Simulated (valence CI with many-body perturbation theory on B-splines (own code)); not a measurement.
**Forbidden lines of Pr¹⁰⁺**

Calculated by valence CI with perturbative core correlation (CI+MBPT): three valence electrons over a frozen Dirac-Fock core [Kr] 4d10, radial functions for each j: 7 s, 7 p, 7 d, 7 f, 4 g, 2 h, with the one-electron correlation potential Σ1, the two-electron term Σ2, the three-electron term Σ3, Breit, model QED; selected CI, second order for the rest, scaled by the run's own slope (own B-spline code, finite nucleus).

No measured levels were compared; by estimate levels hold to about 250 cm⁻¹ or 0.2 % of their energy and the worst to 1 %, as in measured heavy ions of charge 2 to 7; those with d or f electrons hold less well.

Lines 1 to 36 of 36 in falling wavelength, among levels below 52.852 eV, chosen from the decays that carry over 1 % of a level's rate. Wavelengths and rates use the calculated energies, so an error of 300 cm⁻¹ moves a line at 24110 Å by 7.2 % and its rate by three times that or more. Electric multipoles are in the length gauge, E1 and E2 with the static RPA response of the core. S is in atomic units (e²a₀⁴ for E2 and M2, e²a₀⁶ for E3), for M1 in squared Bohr magnetons. Weak lines are less certain than strong ones. Lines between different terms over intervals too small for the method are left out, as are lines whose strength nearly cancels. Where a level lies close to another of its J and parity, the split of strength between their lines is uncertain. The highest levels of a list are the least certain.

Names give the largest LS component (configuration and term), which can be under half, so a name can repeat, a term be missing and a line seem to break the LS rules; names also repeat where a configuration has a term twice. Letters in brackets count levels of one name in rising energy.

| λ vac (Å) | Upper | Lower | Type | A (s⁻¹) | S (a.u.) |
| --- | --- | --- | --- | --- | --- |
| 58860 | 4f2 5s 4H_11/2 | 4f2 5s 4H_9/2 | M1 | 2.31e-01 | 2.10e+01 |
| 50790 | 4f2 5s 4H_13/2 | 4f2 5s 4H_11/2 | M1 | 2.36e-01 | 1.61e+01 |
| 29820 | 4f 5s2 2F°_7/2 | 4f 5s2 2F°_5/2 | M1 | 4.38e-01 | 3.44e+00 |
| 28240 | 4f2 5s 2H_11/2 | 4f2 5s 2H_9/2 | M1 | 4.37e-01 | 4.38e+00 |
| 24110 | 4f 5s2 2F°_5/2 | 5s2 5p 2P°_1/2 | E2 | 2.16e-05 | 9.42e-01 |
| 20330 | 4f2 5s 2H_11/2 | 4f 5s 5p 4F_9/2 [b] | M1 | 8.26e-02 | 3.09e-01 |
| 13960 | 4f2 5s 2H_11/2 | 4f2 5s 4F_9/2 | M1 | 1.83e-02 | 2.21e-02 |
| 9179 | 4f2 5s 2H_11/2 | 4f2 5s 4H_13/2 | M1 | 3.97e-01 | 1.37e-01 |
| 7774 | 4f2 5s 2H_11/2 | 4f2 5s 4H_11/2 | M1 | 2.69e-02 | 5.62e-03 |
| 7425 | 4f3 2L°_17/2 | 4f3 2K°_15/2 | M1 | 6.05e-01 | 1.65e-01 |
| 6867 | 4f2 5s 2H_11/2 | 4f2 5s 4H_9/2 | M1 | 1.91e-01 | 2.75e-02 |
| 5931 | 4f2 5s 2I_13/2 | 4f2 5s 2H_11/2 | M1 | 1.66e-01 | 1.80e-02 |
| 5913 | 4f2 5s 2I_11/2 | 4f2 5s 2H_11/2 | M1 | 4.57e-01 | 4.21e-02 |
| 4974 | 4f2 5s 4H_11/2 | 4f 5s 5p 4F_9/2 [a] | E2 | 5.59e-02 | 1.82e+00 |
| 4974 | 4f2 5s 4H_11/2 | 4f 5s 5p 4F_9/2 [a] | M1 | 3.92e-03 | 2.14e-04 |
| 4890 | 4f3 2L°_17/2 | 4f2 5p 2I°_13/2 [b] | E2 | 1.10e-01 | 4.92e+00 |
| 4889 | 4f2 5s 2I_11/2 | 4f2 5s 2H_9/2 | M1 | 3.16e-01 | 1.64e-02 |
| 4530 | 4f2 5s 4H_13/2 | 4f 5s 5p 4F_9/2 [a] | E2 | 3.83e-02 | 9.14e-01 |
| 4484 | 4f2 5s 4H_11/2 | 4f 5s 5p 2F_7/2 [a] | E2 | 1.12e-02 | 2.17e-01 |
| 4187 | 4f2 5s 2H_11/2 | 4f 5s 5p 2G_7/2 [a] | E2 | 1.59e-02 | 2.19e-01 |
| 3697 | 4f2 5s 4H_11/2 | 4f 5s 5p 4F_7/2 | E2 | 6.11e-02 | 4.52e-01 |
| 3603 | 4f2 5s 2I_13/2 | 4f2 5s 4H_13/2 | M1 | 1.07e+00 | 2.60e-02 |
| 3364 | 4f2 5s 2I_13/2 | 4f2 5s 4H_11/2 | M1 | 7.07e-01 | 1.40e-02 |
| 3358 | 4f2 5s 2I_11/2 | 4f2 5s 4H_11/2 | M1 | 3.50e-01 | 5.89e-03 |
| 3177 | 4f2 5s 2I_11/2 | 4f2 5s 4H_9/2 | M1 | 5.18e-01 | 7.39e-03 |
| 3142 | 4f 5s 5p 4G_11/2 | 4f 5s 5p 4F_9/2 [a] | M1 | 3.60e+02 | 4.96e+00 |
| 2844 | 4f2 5s 2H_11/2 | 4f 5s 5p 2F_7/2 [a] | E2 | 4.23e-02 | 8.43e-02 |
| 2556 | 5s2 5p 2P°_3/2 | 5s2 5p 2P°_1/2 | M1 | 5.39e+02 | 1.33e+00 |
| 2556 | 5s2 5p 2P°_3/2 | 5s2 5p 2P°_1/2 | E2 | 8.98e+00 | 3.50e+00 |
| 2451 | 4f2 5s 2I_11/2 | 4f 5s 5p 2G_7/2 [a] | E2 | 1.54e+00 | 1.46e+00 |
| 2410 | 4f3 2L°_17/2 | 4f2 5p 2I°_13/2 [a] | E2 | 6.16e-01 | 8.05e-01 |
| 2007 | 4f2 5s 2I_13/2 | 4f 5s 5p 4F_9/2 [a] | E2 | 1.46e+00 | 5.93e-01 |
| 1920 | 4f2 5s 2I_11/2 | 4f 5s 5p 2F_7/2 [a] | E2 | 3.35e-01 | 9.36e-02 |
| 1760 | 4f2 5s 2I_11/2 | 4f 5s 5p 4F_7/2 | E2 | 8.87e-01 | 1.60e-01 |
| 1602 | 4f3 2L°_17/2 | 4f2 5p 4H°_13/2 | E2 | 7.78e+00 | 1.32e+00 |
| 559.0 | 4f2 5s 2H_11/2 | 4f 5s2 2F°_7/2 | E3 | 1.56e-02 | 1.02e+01 |
